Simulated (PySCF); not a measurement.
CH$_{5}$AlO$_{3}$ (SMILES C[O][Al]([OH])[OH]), singlet, geometry from GFN2-xTB (such geometries of metal compounds can be far from the true shape). Base run: CCSD(T)/def2-SVP run with PySCF.

Here is a job for PySCF.
```python
from pyscf import gto, scf, cc

mol = gto.Mole()
mol.atom = '''
    Al    0.118548    0.421614    0.301775
    O     1.182628    1.667307    0.039343
    H     1.779795    1.894641   -0.660055
    O    -0.789463    0.350649    1.686726
    H    -0.895515    0.873208    2.469759
    O    -0.009765   -0.751763   -0.864037
    C    -0.562749   -1.936446   -1.356502
    H    -1.055628   -1.734775   -2.311776
    H     0.234342   -2.668583   -1.513886
    H    -1.294820   -2.356331   -0.664356
'''
mol.basis = 'def2-svp'
mol.charge = 0
mol.spin = 0
mol.verbose = 4
mol.max_memory = 1800
mol.build()

mf = scf.RHF(mol)
mf.kernel()

mycc = cc.CCSD(mf, frozen=9)
mycc.kernel()
et = mycc.ccsd_t()
print('E(CCSD(T)) = %.10f' % (mycc.e_tot + et))
```

Each row names what was changed in the base input (with any setting that the change needs).

| change | ΔE vs base (mEh) | MP2 correlation (Eh) | CC correlation without the perturbative part (Eh) | basis functions | core-seconds (rough) |
|---|---|---|---|---|---|
| base | 0.000 | -0.75474 | -0.78654 | 99 | 30 |
| method = mp2 | 47.671 | -0.75474 | - | 99 | 1 |
| method = ccsd | [?] | -0.75474 | -0.78654 | 99 | 10 |
| method = cisd | 134.0 | - | - | 99 | 6 |

**Question.** What belongs in the gaps?

**Answer.** 
- method = ccsd, ΔE vs base (mEh): 15.862
